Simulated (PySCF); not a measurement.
Species: sum formula H₆SiN₃O, charge 0, multiplicity 2. It need not be the lowest isomer of its formula. SMILES: N[Si](N)(N)[O]
Structure (B3LYP-D3(BJ)/def2-TZVP (Ansatz) minimum search):
```xyz
11

N      1.2992    -0.5515     0.9677
Si     0.0359     0.0665     0.0170
N     -0.7481    -1.0879    -1.0300
N     -1.1579     0.6493     1.0912
O      0.6324     0.9972    -1.1759
H      1.1631    -1.0331     1.8396
H      2.2509    -0.5647     0.6442
H     -0.1618    -1.6684    -1.6133
H     -1.5944    -0.8381    -1.5229
H     -0.8829     1.2584     1.8456
H     -2.0892     0.8679     0.7741
```
Charge 0, spin multiplicity 2.

Dispersion corrections to the total energy (kcal/mol) from the dftd3 and dftd4 libraries through PySCF: D3(BJ) without and D4 with the three-body term, each with the damping fitted for the functional named.

```tsv
functional	D3(BJ)	D4
PBE	-5.25	-5.46
B2GP-PLYP	-3.50	[?]
TPSSh	-6.08	-6.69
r2SCAN	-1.47	-1.33
BHLYP	-7.24	[?]
B2PLYP	-4.28	-3.80
TPSS	[?]	-7.38
```

### Question
What belongs in the gaps?

### Answer

- B2GP-PLYP, D4: -2.28
- BHLYP, D4: -6.44
- TPSS, D3(BJ): -6.61
